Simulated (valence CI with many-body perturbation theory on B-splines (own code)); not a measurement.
# Which ion has this spectrum?

A relativistic CI+MBPT calculation for an atom or ion with 33 electrons gives these levels (cm⁻¹):

| J | Parity | E | g |
| --- | --- | --- | --- |
| 3/2 | odd | 0 | 1.35 |
| 3/2 | odd | 1277678 | 1.46 |
| 5/2 | odd | 1328392 | 1.19 |
| 1/2 | odd | 1392898 | 0.66 |
| 3/2 | even | 1475220 | 0.78 |
| 5/2 | even | 1817168 | 1.21 |
| 5/2 | even | 2246347 | 1.46 |
| 1/2 | even | 2384279 | 2.07 |
| 3/2 | even | 2400303 | 1.18 |
| 3/2 | odd | 2679864 | 1.31 |
| 5/2 | even | 2744806 | 0.96 |
| 3/2 | even | 2750660 | 0.91 |
| 1/2 | even | 2751938 | 0.19 |
| 7/2 | even | 2796802 | 1.03 |

The energies are calculated, and their last digits are not significant.

(1) Which is it?
A. Tl48+
B. Au46+
C. Pb49+
D. At52+

Results:

(1) C. Pb49+, ground level (4s^2 4p1/2^2 4p3/2) J=3/2.
